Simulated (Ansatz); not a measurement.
Basis sets compared for `FC(F)(F)c1ccc(-c2ccc(-c3ccc(C(F)(F)F)cc3)cc2)cc1`. The state is a singlet with charge 0. Geometry r2SCAN-D4/def2-SVP. Ansatz on 2 threads of AMD EPYC 7R13 on a shared host and a share (18 GiB) of an NVIDIA H100 80GB HBM3; times are rough, and most runs start from earlier orbitals.

Cartesian coordinates in Å:
```
F 5.9121 1.7812 -4.7988
C 4.8117 2.5553 -4.7390
F 5.2113 3.8094 -4.4679
F 4.2811 2.5666 -5.9776
C 3.8320 2.0407 -3.7235
C 3.1708 2.9146 -2.8540
C 2.2397 2.4161 -1.9429
C 1.9463 1.0404 -1.8845
C 0.9567 0.5145 -0.9184
C 0.8386 1.0634 0.3724
C -0.0888 0.5634 1.2836
C -0.9477 -0.4967 0.9373
C -1.9380 -1.0237 1.9021
C -3.2098 -1.4522 1.4705
C -4.1451 -1.9447 2.3770
C -3.8252 -2.0248 3.7391
C -4.8326 -2.5980 4.6944
F -4.5325 -2.3198 5.9745
F -4.9098 -3.9391 4.5873
F -6.0684 -2.1207 4.4529
C -2.5678 -1.6051 4.1862
C -1.6367 -1.1075 3.2747
C -0.8346 -1.0407 -0.3560
C 0.1030 -0.5505 -1.2621
C 2.6225 0.1755 -2.7689
C 3.5567 0.6673 -3.6767
H 3.3834 3.9862 -2.8947
H 1.7077 3.1096 -1.2844
H 1.5027 1.8790 0.6740
H -0.1679 1.0191 2.2751
H -3.4792 -1.3649 0.4136
H -5.1360 -2.2557 2.0323
H -2.3183 -1.6720 5.2485
H -0.6461 -0.8060 3.6289
H -1.4753 -1.8788 -0.6460
H 0.1582 -0.9832 -2.2654
H 2.4364 -0.9016 -2.7186
H 4.0890 -0.0166 -4.3449
```

Single mean-field runs in def2-SVP, def2-TZVP are fitted with def2-universal-jkfit.

Binding counts from free atoms (F doublet, C triplet, H doublet) in the same basis, without a counterpoise term.

```json
{"level": "PBE-D4/def2-SVP", "functions": "424", "energy (Eh)": "-1365.9857", "HOMO (eV)": "-5.88", "LUMO (eV)": "-2.59", "binding per atom (eV)": "5.54", "wall time": "12 s"}
{"level": "PBE0-D4/def2-SVP", "functions": "424", "energy (Eh)": "-1366.0446", "HOMO (eV)": "-6.82", "LUMO (eV)": "-1.92", "binding per atom (eV)": "5.39", "wall time": "7.5 s"}
```

Question: Estimate the rows for PBE-D4/def2-TZVP, PBE0-D4/def2-TZVP.

Answer: 
```
            level  functions  energy (Eh)  HOMO (eV)  LUMO (eV)  binding per atom (eV)  wall time
 PBE-D4/def2-TZVP        878   -1367.5166      -5.96      -2.72                   5.43       13 s
PBE0-D4/def2-TZVP        878   -1367.5675      -6.83      -1.99                   5.29       15 s
```
